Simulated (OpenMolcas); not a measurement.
Ti2+ (d2) on a cation site of an ionic host was computed by CASSCF with the d shell active (OpenMolcas, ANO-RCC-VDZP on the metal). Its lowest spin-free states, and all those of the highest spin:

| 2S+1 | Degeneracy | E (cm-1) |
| --- | --- | --- |
| 3 | 3 | 0.0 |
| 3 | 3 | 10354 |
| 1 | 3 | 11932 |
| 1 | 2 | 12172 |
| 3 | 3 | 22177 |
| 3 | 1 | 22338 |
| 1 | 1 | 23843 |
| 1 | 3 | 24561 |
| 1 | 3 | 27176 |
| 1 | 2 | 36781 |
| 1 | 1 | 55673 |

Problem. Is the site octahedral, tetrahedral or cube-like, axial, or of lower symmetry?

Solution. The states with 2S+1 = 3 have orbital degeneracies 3, 3, 3, 1. Threefold states need a cubic site. For d2 at this spin an octahedron puts the threefold T1 below the threefold T2 and a tetrahedron or cube puts the single A2 below the threefold T2, so the site is octahedral. The run had Ti2+ with its 6 nearest fluoride ions at 2.163 Å, on the Cd site of idealised cubic KCdF3 (a = 4.302 Å, distance in the model lattice 2.151 Å). The rest of the host is ab initio model potentials to 7.6 Å, with orthogonalisation functions on the cations behind the ligands, and point charges beyond; the distance is set by hand and nothing relaxes. Ligand basis ANO-RCC-VDZP.

An orbital triplet at a regular site is open to Jahn-Teller coupling, which can distort the site and quench the lowest spin-orbit gaps and is left out. Without dynamic correlation the repulsion within the d shell is too large (B by tens of per cent), so at a given field states of lower spin stand too high. Ligand-to-metal charge-transfer states are missing. With no ligand orbital active B as a rule stays too high, so bands that hang on it stand too high and its fall with covalency is understated. With metal d orbitals alone and no dynamic correlation 10Dq can be off by a tenth to a fifth, either way, in oxide and fluoride hosts. No measured value stands beside these numbers; the geometry was set by hand and not optimised.
